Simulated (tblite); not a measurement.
Run record: tight-binding relaxation, `C#CBSC`.

Computed with GFN2-xTB geometry optimisation, gas phase (tblite 0.8.0). Start geometry: from a force field or distance geometry. The input is one job of a driver script: a line of settings, then coordinates in Å.

Command:
```bash
OMP_NUM_THREADS=1 python probes_run.py task.json out
```

Input:
```
{"job": {"kind": "relax", "xc": "GFN2-xTB", "basis": "xTB"}, "charge": 0, "multiplicity": 1}
C      2.052900    -0.942400    -0.306000
C      1.459400     0.035700     0.157500
B      0.743600     1.256500     0.740400
S     -1.121400     1.345400     0.325500
C     -1.665100    -0.313800    -0.168400
H      2.549100    -1.782900    -0.700600
H      1.290700     2.312300     0.671900
H     -1.511600    -0.945000     0.731800
H     -1.063400    -0.714000    -1.026800
H     -2.725300    -0.247200    -0.447800
```

Task: What does the run print?

Result: 
```
step      E/eV     max force
  0    -363.84186    2.786
  1    -363.93139    5.565
  2    -364.20081    1.382
  3    -364.28953    0.877
  4    -364.33280    0.643
  5    -364.35651    0.382
  6    -364.36502    0.237
  7    -364.37365    0.309
  8    -364.37877    0.294
  9    -364.38298    0.244
... (41 lines left out)
 51    -364.40901    0.021
 52    -364.40906    0.022
 53    -364.40912    0.019
 54    -364.40917    0.019
 55    -364.40919    0.019
 56    -364.40922    0.019
 57    -364.40927    0.024
 58    -364.40932    0.026
 59    -364.40937    0.017
 60    -364.40939    0.009
```

«max force» is the largest atomic force in eV/Å.

Task: From which step on does the largest force stay under 0.1 eV/Å, and how much energy is left to gain from there?

Result: From step 17 (0.087 eV/Å), 4.6 meV above the end.

Summary of the converged run: energy lowered by 13.1 kcal/mol over 60 steps; largest atomic force 0.009 eV/Å at the end.

Hardware: an Intel Xeon at 2.50 GHz with one thread (shared host). Cost: 0.63 s.
Labels such as C1 count atoms from 1, the log's own numbers from 0.
